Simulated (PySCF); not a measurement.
PySCF was given this input:
```python
from pyscf import gto, scf, dft

mol = gto.Mole()
mol.atom = '''
    F    -0.00000000   -0.00000000   -1.04610145
    Cl    0.00000000    0.00000000    0.55381842
'''
mol.basis = 'def2-svp'
mol.charge = 1
mol.spin = 1
mol.verbose = 4
mol.build()

mf = dft.UKS(mol)
mf.xc = 'm062x'
mf = mf.density_fit(auxbasis='def2-universal-jkfit')
mf.kernel()
```

Q: What number of basis functions does DF-M062X/def2-SVP in PySCF give?

A: 32

Q: Predict the nuclear repulsion energy from DF-M062X/def2-SVP.

A: 50.6051 Eh

Q: What HOMO energy does DF-M062X/def2-SVP give?

A: -20.71 eV

Q: Give the total energy at the level DF-M062X/def2-SVP.

A: -559.1985 Eh

Q: Predict the <S^2> from DF-M062X/def2-SVP.

A: 0.752

These values belong to the state on which the SCF converged, which isn't shown to be the lowest.
